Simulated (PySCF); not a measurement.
Job file and geometry (Å, from GFN2-xTB) of an NMR shielding run on SMILES C1=CCCNCC1, C$_{6}$H$_{11}$N, GIAO PBE0/pcSseg-1 NMR shielding, non-relativistic, gas phase in PySCF; density fitting, a coarse starting grid and PySCF grid level 2 are the driver's defaults:

```
{"job": {"kind": "nmr", "xc": "PBE0", "basis": "pcSseg-1"}, "charge": 0, "multiplicity": 1}
C      1.134926     1.152077    -0.336112
C     -0.109823     1.594763    -0.420587
C     -1.292822     0.917184     0.207961
C     -1.475645    -0.535269    -0.270030
N     -0.554897    -1.504389     0.285246
C      0.828562    -1.355814    -0.113897
C      1.543425    -0.091796     0.398832
H      1.929037     1.702678    -0.821503
H     -0.316660     2.500773    -0.973530
H     -1.172958     0.909836     1.297713
H     -2.200207     1.477586    -0.021664
H     -1.381091    -0.574607    -1.358775
H     -2.483180    -0.870729    -0.003997
H     -0.619212    -1.492168     1.299526
H      1.360439    -2.237165     0.258878
H      0.862768    -1.375155    -1.206835
H      1.318106     0.023573     1.465580
H      2.620471    -0.235061     0.301539
```

**Question.** Write the output of this run.

**Answer.** 
```
coarse grid: 14400 points
cycle   1  E = -289.5058888751  dE =  8.707e-01  |g| = 4.095e-01  |ddm| = 3.723e+00
cycle   2  E = -289.5022664885  dE =  3.622e-03  |g| = 4.467e-01  |ddm| = 8.807e-01
cycle   3  E = -289.5513841538  dE = -4.912e-02  |g| = 5.471e-02  |ddm| = 4.799e-01
cycle   4  E = -289.5519297495  dE = -5.456e-04  |g| = 1.614e-02  |ddm| = 6.327e-02
cycle   5  E = -289.5519740533  dE = -4.430e-05  |g| = 8.283e-03  |ddm| = 2.278e-02
cycle   6  E = -289.5519890269  dE = -1.497e-05  |g| = 6.703e-04  |ddm| = 8.020e-03
cycle   7  E = -289.5519891188  dE = -9.194e-08  |g| = 2.665e-04  |ddm| = 9.292e-04
final grid: 137336 points
cycle   8  E = -289.5937847440  dE = -5.224e-05  |g| = 8.581e-03  |ddm| = 3.575e-02
cycle   9  E = -289.5937785207  dE =  6.223e-06  |g| = 1.006e-02  |ddm| = 1.735e-02
cycle  10  E = -289.5938038420  dE = -2.532e-05  |g| = 6.257e-04  |ddm| = 9.503e-03
cycle  11  E = -289.5938039205  dE = -7.852e-08  |g| = 1.700e-04  |ddm| = 8.387e-04
cycle  12  E = -289.5938039256  dE = -5.089e-09  |g| = 8.388e-05  |ddm| = 2.241e-04
cycle  13  E = -289.5938039271  dE = -1.479e-09  |g| = 1.339e-05  |ddm| = 8.377e-05
cycle  14  E = -289.5938039271  dE = -4.070e-11  |g| = 4.780e-06  |ddm| = 1.529e-05
converged SCF energy = -289.5938039271

GIAO shielding tensors (ppm)
atom      isotropic    diamagn.    paramagn.     s11        s22        s33       span
  0 C       44.283     254.659    -210.376    -74.827     53.553    154.123    228.950
  1 C       44.214     254.666    -210.452    -74.970     53.466    154.146    229.116
  2 C      146.770     249.621    -102.851    135.018    140.507    164.786     29.768
  3 C      134.868     243.887    -109.019    122.938    133.869    147.796     24.858
  4 N      188.914     320.186    -131.272    171.445    173.262    222.036     50.591
  5 C      134.871     243.879    -109.008    122.925    133.810    147.879     24.954
  6 C      146.787     249.600    -102.813    135.024    140.514    164.824     29.800
  7 H       25.300      30.831      -5.532     23.067     25.480     27.353      4.287
  8 H       25.293      30.832      -5.539     23.062     25.473     27.344      4.282
  9 H       29.368      31.250      -1.883     27.186     28.076     32.841      5.655
 10 H       29.556      30.444      -0.888     25.038     27.987     35.644     10.606
 11 H       29.206      29.901      -0.696     25.232     28.699     33.686      8.454
 12 H       28.584      29.134      -0.550     22.905     28.226     34.622     11.716
 13 H       31.206      33.489      -2.283     24.630     31.445     37.542     12.912
 14 H       28.586      29.129      -0.543     22.921     28.218     34.620     11.699
 15 H       29.202      29.891      -0.689     25.221     28.693     33.692      8.471
 16 H       29.366      31.244      -1.878     27.181     28.070     32.848      5.667
 17 H       29.557      30.441      -0.884     25.032     27.993     35.645     10.614
```

**Question.** Turn these shieldings into chemical shifts. Scale: TMS for ¹³C (σref 186.93) and ¹H (σref 31.72); NH3 for ¹⁵N (σref 267.73) (reference shieldings calculated alike).

**Answer.** Averaging equivalent atoms: C 0/1: 142.7; C 3/5: 52.1; C 2/6: 40.1; N 4: 78.8; H 7/8: 6.42; H 11/12/14/15: 2.82; H 9/10/16/17: 2.26; H 13: 0.51 ppm. Experimental scales use liquid or dissolved standards, which lie at an offset from isolated NH3 (liquid NH3: subtract about 20 ppm).

Size and cost of the density-fitted run: 174 basis functions, 43 s wall time on 1 thread of an Arm Neoverse N1, shared host.
